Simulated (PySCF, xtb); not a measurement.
CH₅FN₂Si₂, SMILES F[Si@@H]1C=N[SiH2]N1.

Harmonic wavenumbers (cm⁻¹) from GFN2-xTB run with xtb at its own minimum, in rising order: 88, 152, 225, 314, 377, 382, 499, 502, 533, 551, 630, 660, 710, 763, 783, 795, 802, 822, 935, 1117, 1269, 1668, 2297, 2317, 2382, 2945, 3526.

Problem. What does PBE-D3(BJ)/def2-SVP run with PySCF give at its own minimum? (An estimate is asked for; the answer gives what the named calculation found.)

Solution. 103, 175, 264, 344, 374, 436, 457, 588, 633, 664, 680, 700, 767, 812, 838, 847, 889, 909, 957, 1048, 1286, 1602, 2174, 2176, 2187, 2937, 3558. Paired by order, the mean absolute difference is 61 cm⁻¹ and the zero-point energies are 40.1 and 40.6 kcal/mol.
